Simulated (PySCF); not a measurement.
A geometry optimisation, step by step.

Species: SnCl4.
Bonds: Sn1–Cl2, Sn1–Cl3, Sn1–Cl4, Sn1–Cl5.

Computed by this run: PBE0-D3(BJ)/def2-SVP geometry optimisation, gas phase, def2 core potentials past Kr (PySCF); density fitting, grid level 1; the optimiser is geomeTRIC in internal coordinates, started from a GFN2-xTB structure with every atom displaced at random (about 0.03 Å). The frame can shift and turn from step to step; on so coarse a grid that alone can change the energy by a few meV, and forces under 0.02 eV/Å are noise.

Step 0: E = -55894.8530 eV, largest atomic force 2.268 eV/Å
```
atom  x, y, z in Å  |  force x, y, z in eV/Å
Sn1     0.060   -0.076    0.011   -2.138   0.754   0.056
Cl2    -0.006   -0.031    2.311    0.051  -0.070   0.234
Cl3     2.121    0.003   -0.808    1.736  -0.088  -0.549
Cl4    -1.000    1.902   -0.764    0.265  -0.613   0.230
Cl5    -1.099   -1.908   -0.813    0.086   0.017   0.029
```

Step 1: E = -55894.9737 eV, largest atomic force 0.207 eV/Å
```
atom  x, y, z in Å  |  force x, y, z in eV/Å
Sn1     0.025   -0.043    0.001    0.054   0.105  -0.056
Cl2    -0.031   -0.035    2.318    0.059  -0.044  -0.027
Cl3     2.203   -0.022   -0.806   -0.140  -0.069   0.136
Cl4    -1.016    1.879   -0.760   -0.024   0.040  -0.036
Cl5    -1.107   -1.890   -0.815    0.051  -0.032  -0.017
```

Step 2: E = -55894.9786 eV, largest atomic force 0.091 eV/Å
```
atom  x, y, z in Å  |  force x, y, z in eV/Å
Sn1     0.016   -0.031   -0.003    0.006   0.069  -0.037
Cl2    -0.027   -0.044    2.313    0.023  -0.023   0.001
Cl3     2.200   -0.037   -0.775   -0.057  -0.024   0.068
Cl4    -1.021    1.893   -0.773    0.002  -0.013  -0.011
Cl5    -1.092   -1.890   -0.825    0.025  -0.009  -0.020
```

Step 3: E = -55894.9793 eV, largest atomic force 0.033 eV/Å
```
atom  x, y, z in Å  |  force x, y, z in eV/Å
Sn1     0.006   -0.020   -0.006   -0.002  -0.024   0.022
Cl2    -0.032   -0.057    2.310   -0.017  -0.005   0.002
Cl3     2.199   -0.045   -0.734    0.030   0.011   0.002
Cl4    -1.025    1.900   -0.787   -0.012   0.006  -0.010
Cl5    -1.072   -1.888   -0.846    0.001   0.012  -0.016
```

Step 4: E = -55894.9795 eV, largest atomic force 0.026 eV/Å
```
atom  x, y, z in Å  |  force x, y, z in eV/Å
Sn1     0.005   -0.018   -0.005    0.001  -0.013   0.016
Cl2    -0.043   -0.065    2.310   -0.023  -0.003   0.000
Cl3     2.204   -0.041   -0.718    0.023   0.013  -0.002
Cl4    -1.027    1.900   -0.791   -0.001  -0.010   0.000
Cl5    -1.064   -1.885   -0.859    0.000   0.013  -0.013
```

Step 5: E = -55894.9794 eV, largest atomic force 0.046 eV/Å
```
atom  x, y, z in Å  |  force x, y, z in eV/Å
Sn1     0.007   -0.013    0.000    0.039   0.009  -0.013
Cl2    -0.133   -0.120    2.310   -0.043   0.000  -0.016
Cl3     2.239   -0.010   -0.612    0.002   0.016  -0.011
Cl4    -1.031    1.893   -0.809    0.026  -0.019   0.022
Cl5    -1.007   -1.860   -0.951   -0.024  -0.006   0.018
```

Step 6: E = -55894.9803 eV, largest atomic force 0.041 eV/Å
```
atom  x, y, z in Å  |  force x, y, z in eV/Å
Sn1     0.012   -0.015    0.000    0.026   0.015  -0.028
Cl2    -0.152   -0.126    2.307   -0.030  -0.003  -0.004
Cl3     2.247   -0.004   -0.604   -0.014   0.007  -0.002
Cl4    -1.024    1.892   -0.809    0.026  -0.014   0.018
Cl5    -1.007   -1.858   -0.955   -0.009  -0.005   0.016
```

Step 7: E = -55894.9811 eV, largest atomic force under 0.02 eV/Å
```
atom  x, y, z in Å  |  force x, y, z in eV/Å
Sn1     0.017   -0.018   -0.003   -0.004   0.006  -0.012
Cl2    -0.159   -0.124    2.303   -0.006  -0.006   0.009
Cl3     2.248    0.002   -0.619   -0.012  -0.010   0.006
Cl4    -1.017    1.892   -0.802    0.010   0.009   0.000
Cl5    -1.015   -1.863   -0.940    0.013   0.001  -0.003
```

Step 8: E = -55894.9811 eV, largest atomic force under 0.02 eV/Å
```
atom  x, y, z in Å  |  force x, y, z in eV/Å
Sn1     0.016   -0.018   -0.003   -0.004   0.003   0.001
Cl2    -0.156   -0.122    2.304   -0.007  -0.004   0.000
Cl3     2.246   -0.001   -0.623   -0.001  -0.006   0.004
Cl4    -1.016    1.895   -0.802    0.007   0.008   0.000
Cl5    -1.015   -1.864   -0.938    0.005   0.000  -0.006
```

Task: Summarise the path.

Result: The energy falls by 12.35 kJ/mol from step 0 to step 8; nine tenths of that is first reached at step 1. It never rises by more than 0.2 meV. The largest force goes from 2.268 to under 0.02 eV/Å. Among the bonds Sn1–Cl3 changes most, from 2.219 to 2.314 Å; the atoms move by 0.061 Å rms after alignment.

Task: Follow the three bonds and two angles with the largest change from start to end.

Result: 
| step | E above end (kJ/mol) | largest force (eV/Å) | Sn1–Cl3 (Å) | Sn1–Cl4 (Å) | Sn1–Cl2 (Å) | Cl3–Sn1–Cl4 (°) | Cl2–Sn1–Cl3 (°) |
| --- | --- | --- | --- | --- | --- | --- | --- |
| 0 | 12.35 | 2.268 | 2.219 | 2.374 | 2.301 | 105.3 | 113.3 |
| 1 | 0.71 | 0.207 | 2.323 | 2.315 | 2.317 | 107.5 | 111.7 |
| 2 | 0.24 | 0.091 | 2.316 | 2.317 | 2.316 | 108.3 | 110.5 |
| 3 | 0.17 | 0.033 | 2.311 | 2.314 | 2.316 | 109.0 | 109.3 |
| 4 | 0.15 | 0.026 | 2.312 | 2.315 | 2.316 | 109.1 | 109.1 |
| 5 | 0.16 | 0.046 | 2.315 | 2.317 | 2.316 | 109.8 | 108.8 |
| 6 | 0.08 | 0.041 | 2.315 | 2.317 | 2.316 | 109.7 | 109.2 |
| 7 | 0.00 | under 0.02 | 2.315 | 2.315 | 2.315 | 109.3 | 109.8 |
| 8 | 0.00 | under 0.02 | 2.314 | 2.315 | 2.316 | 109.3 | 109.8 |

The cost below is that of the whole optimisation. Time: 30 s; peak memory 0.41 GiB. Hardware: one thread of an AMD EPYC 9R14, on a shared host.
